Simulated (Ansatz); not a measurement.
A series at Si: from `N#C[Si](C#N)(C#N)C#N`, ligands are replaced one by one, each step taking up HCl and setting free `C#N`; n counts the steps. Ansatz, PBE0-D4/def2-TZVP geometries.

CBS adds triple-zeta CCSD(T) − MP2 to the MP2 limit, frozen cores; atoms without spin–orbit coupling. 

| n | molecule | atomization energy, CCSD(T)/CBS (kJ/mol) |
| --- | --- | --- |
| 0 | `N#C[Si](C#N)(C#N)C#N` | 4736.5 |
| 1 | `N#C[Si](Cl)(C#N)C#N` | 3961.7 |
| 2 | `N#C[Si](Cl)(Cl)C#N` | 3185.3 |
| 3 | `N#C[Si](Cl)(Cl)Cl` | 2405.3 |
| 4 | `Cl[Si](Cl)(Cl)Cl` | ? |

By hand: fit a straight line y = ȳ + b (n − n̄) to the 4 given rows and predict n = 4.

n̄ = 1.500, ȳ = 3572.20; Σ(n − n̄)(y − ȳ) = -3885.00, Σ(n − n̄)² = 5.000, so b = -777.00 kJ/mol a step. Prediction: 3572.20 + (-777.00) × (2.500) = 1629.7 kJ/mol.

By hand: compare with the computed value, 1619.8 kJ/mol, and give the steps along the whole series.

The line misses by -9.9 kJ/mol (computed minus predicted). Steps: -774.8, -776.4, -780.0, -785.5 kJ/mol.

The steps differ by at most 10.7 kJ/mol, 1.4 % of a mean step, so the ligands' effects nearly add and a line is close. The miss is 0.3 % of the series' range. The energies themselves are unsure by some kJ/mol a bond, though much of that is common to the series.
